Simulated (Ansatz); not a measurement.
```yaml
crystal:
  periodic: [false, false, false]
  atoms:
    - {symbol: O, position_ang: [-0.708499, -2.362083, 2.047387]}
    - {symbol: Zr, position_ang: [-0.689999, -1.603901, 0.282371]}
    - {symbol: O, position_ang: [-1.433594, -2.615774, -1.171976]}
    - {symbol: C, position_ang: [-1.770417, 0.338590, 0.340681]}
    - {symbol: C, position_ang: [-2.708440, 0.751001, -0.614093]}
    - {symbol: C, position_ang: [-3.288539, 2.010631, -0.566382]}
    - {symbol: C, position_ang: [-2.940355, 2.894896, 0.444906]}
    - {symbol: C, position_ang: [-2.013726, 2.515974, 1.405341]}
    - {symbol: C, position_ang: [-1.441289, 1.253052, 1.349557]}
    - {symbol: C, position_ang: [1.428841, -1.133838, -0.200597]}
    - {symbol: C, position_ang: [1.721256, -0.606938, -1.465207]}
    - {symbol: C, position_ang: [3.005783, -0.213524, -1.813061]}
    - {symbol: C, position_ang: [4.037809, -0.343014, -0.895046]}
    - {symbol: C, position_ang: [3.780328, -0.863302, 0.365444]}
    - {symbol: C, position_ang: [2.491799, -1.251503, 0.703713]}
    - {symbol: H, position_ang: [-0.930304, -2.911413, 2.793574]}
    - {symbol: H, position_ang: [-1.762429, -3.348242, -1.685025]}
    - {symbol: H, position_ang: [-2.996334, 0.075879, -1.415774]}
    - {symbol: H, position_ang: [-4.012826, 2.305905, -1.318277]}
    - {symbol: H, position_ang: [-3.391764, 3.880197, 0.484556]}
    - {symbol: H, position_ang: [-1.739394, 3.205160, 2.196894]}
    - {symbol: H, position_ang: [-0.718510, 0.983089, 2.117417]}
    - {symbol: H, position_ang: [0.932033, -0.494938, -2.206463]}
    - {symbol: H, position_ang: [3.203970, 0.193021, -2.799071]}
    - {symbol: H, position_ang: [5.043808, -0.038395, -1.162141]}
    - {symbol: H, position_ang: [4.586530, -0.964815, 1.084364]}
    - {symbol: H, position_ang: [2.314262, -1.655714, 1.696918]}
basis:
  gaussian: {orbitals: def2-TZVPP}
hamiltonian: {xc: {name: B3LYP}}
output: {forces: true}
```

```sh
$ ansatz run in.yaml --threads 10 --pin off --events-out ev --progress --plain --max-ram 110592MiB --backend cuda --devices 0, --max-vram 75GiB
```

Shortened log:

```
Functional definition: B3LYP
3516 factors; their error is unknown
mean field evaluation 1: about -17987.8222 eV, gradient 1.3e2 eV
mean field evaluation 2: about -17866.2368 eV, gradient 2.8e2 eV
mean field evaluation 4: about -18023.8878 eV, gradient 2.0e1 eV
mean field evaluation 8: about -18024.9024 eV, gradient 2.3e-1 eV
mean field evaluation 16: about -18024.9015 eV, gradient 1.7e-3 eV
mean field -18024.90147125 eV, -662.4029113514 hartree, gradient 5.5e-5 eV, S^2 0.000000; 0 other end points of the search recorded, 0 dependent functions left out
reference -18024.90195345 eV, -662.4029290719 hartree; 56, 56 occupied and 602, 602 virtual orbitals, 3516 factors
Total energy: -18024.90195345 eV, -662.4029290719 hartree
Atom 0 at    -0.708499    -2.362083     2.047387 Å, force     0.006669    -0.110894     0.284084 eV/Å
Atom 1 at    -0.689999    -1.603901     0.282371 Å, force     0.009582     0.025275    -0.005476 eV/Å
Atom 2 at    -1.433594    -2.615774    -1.171976 Å, force    -0.117437    -0.150556    -0.235847 eV/Å
Atom 3 at    -1.770417     0.338590     0.340681 Å, force    -0.013991     0.001949     0.002625 eV/Å
Atom 4 at    -2.708440     0.751001    -0.614093 Å, force    -0.091186    -0.122374    -0.178383 eV/Å
Atom 5 at    -3.288539     2.010631    -0.566382 Å, force    -0.160186     0.069747    -0.162917 eV/Å
Atom 6 at    -2.940355     2.894896     0.444906 Å, force    -0.104291     0.226234     0.007119 eV/Å
Atom 7 at    -2.013726     2.515974     1.405341 Å, force     0.056881     0.153736     0.173229 eV/Å
Atom 8 at    -1.441289     1.253052     1.349557 Å, force     0.132714    -0.020364     0.182163 eV/Å
Atom 9 at     1.428841    -1.133838    -0.200597 Å, force     0.011072    -0.009593    -0.001624 eV/Å
Atom 10 at     1.721256    -0.606938    -1.465207 Å, force    -0.129444     0.028190    -0.184071 eV/Å
Atom 11 at     3.005783    -0.213524    -1.813061 Å, force     0.047209     0.088438    -0.216558 eV/Å
Atom 12 at     4.037809    -0.343014    -0.895046 Å, force     0.232171     0.070111    -0.059594 eV/Å
Atom 13 at     3.780328    -0.863302     0.365444 Å, force     0.181167    -0.020878     0.155253 eV/Å
Atom 14 at     2.491799    -1.251503     0.703713 Å, force    -0.000903    -0.091326     0.216955 eV/Å
Atom 15 at    -0.930304    -2.911413     2.793574 Å, force    -0.017801    -0.044172     0.052654 eV/Å
Atom 16 at    -1.762429    -3.348242    -1.685025 Å, force    -0.025808    -0.055130    -0.036096 eV/Å
Atom 17 at    -2.996334     0.075879    -1.415774 Å, force     0.011166     0.053357     0.049513 eV/Å
Atom 18 at    -4.012826     2.305905    -1.318277 Å, force     0.040394    -0.015741     0.042231 eV/Å
Atom 19 at    -3.391764     3.880197     0.484556 Å, force     0.025988    -0.057084    -0.002242 eV/Å
Atom 20 at    -1.739394     3.205160     2.196894 Å, force    -0.015737    -0.037092    -0.043925 eV/Å
Atom 21 at    -0.718510     0.983089     2.117417 Å, force    -0.052505     0.029388    -0.044988 eV/Å
Atom 22 at     0.932033    -0.494938    -2.206463 Å, force     0.062800    -0.005148     0.040336 eV/Å
Atom 23 at     3.203970     0.193021    -2.799071 Å, force    -0.009848    -0.022051     0.054195 eV/Å
Atom 24 at     5.043808    -0.038395    -1.162141 Å, force    -0.058290    -0.017763     0.015463 eV/Å
Atom 25 at     4.586530    -0.964815     1.084364 Å, force    -0.044384     0.006006    -0.040363 eV/Å
Atom 26 at     2.314262    -1.655714     1.696918 Å, force     0.023999     0.027738    -0.063735 eV/Å
Dipole moment:    -0.164258    -0.382605     0.070089 e Å
```

Run time 3.2 s (10 threads of an AMD EPYC 7R13 on a shared host and a whole NVIDIA H100 80 GB); peak host memory 1.8 GiB.
